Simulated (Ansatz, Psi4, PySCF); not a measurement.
System: Si2H2Cl3 (charge 0, doublet). SMILES: [SiH2][Si](Cl)(Cl)Cl
Geometry: optimised at B3LYP-D3(BJ)/def2-TZVP (Ansatz, a first-principles code).

Wanted: size of the dipole moment, in D. Conventions: spin-orbit terms left out; non-relativistic; open shells spin-unrestricted; six Cartesian d functions in 6-31G* and its kin unless marked 5d; dispersion terms only where a functional's name holds one. Ab initio and DFT rows: single points at B3LYP-D3(BJ) geometries (Ansatz).

| level | program | size of the dipole moment (D) |
|---|---|---|
| PBE/STO-3G | Ansatz | 3.61 |
| PBE/def2-SVP | Ansatz | 1.40 |
| B3LYP/6-31G | Ansatz | 2.92 |
| B3LYP/6-31G* | Ansatz | 2.03 |
| B3LYP/6-31+G* | Ansatz | 2.02 |
| M06-2X/6-31G* (5d) | PySCF | 2.28 |
| wB97X-D/6-31G* | Psi4 | 2.13 |

No value to compare with is used here. The 7 habitual levels span 1.40 (PBE/def2-SVP) to 3.61 D (PBE/STO-3G).

The levels are drawn from those run, B3LYP/6-31G* more often than the rest, none by its result; left out are runs that failed, that the program found above a lower state of the same kind, or whose <S^2> lies over 0.5 above the pure value.
